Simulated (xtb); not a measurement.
Si(F)2(Br)(OH) (BrF2HOSi), SMILES O[Si](F)(Br)F. All values are semi-empirical tight-binding results from xtb (GFN2-xTB unless named), good for trends rather than for accurate numbers. Coordinates come from a GFN2-xTB optimisation. The structure was generated by enumeration, and PubChem lists no compound with its InChIKey, so it may never have been made. The values are those of a single conformer.

Optimised geometry:

Bonds (Å): O1–Si2 1.591, O1–H6 0.953, Si2–F3 1.586, Si2–F4 1.586, Si2–Br5 2.148. Angles (°): Si2–O1–H6 125.3, O1–Si2–F3 112.4, O1–Si2–F4 112.4, O1–Si2–Br5 107.4, F3–Si2–F4 103.1, F3–Si2–Br5 110.8, F4–Si2–Br5 110.8.
Charge 0, spin multiplicity 1.

Computed properties:
```
Quantity                                       Result
--------------------------------------  -------------
point group as xtb finds it                        Cs
orbital gap                                   7.69 eV
zero-point energy                       12.8 kcal/mol
G − E(el) at 298.15 K (modified RRHO)   -7.2 kcal/mol
static polarisability (D4 model)           65.2 bohr³
solvation energy, GFN2-xTB/ALPB(water)  -4.4 kcal/mol
solvation energy, GFN2-xTB/ALPB(dmf)    -7.3 kcal/mol
```

Computed atomic charges and the Wiberg bond orders between heavy atoms:
charges (e) O1 -0.44, Si2 0.69, F3 -0.25, F4 -0.25, Br5 -0.08, H6 0.33. Bond orders O1–Si2 1.22, Si2–F3 1.08, Si2–F4 1.08, Si2–Br5 1.16.
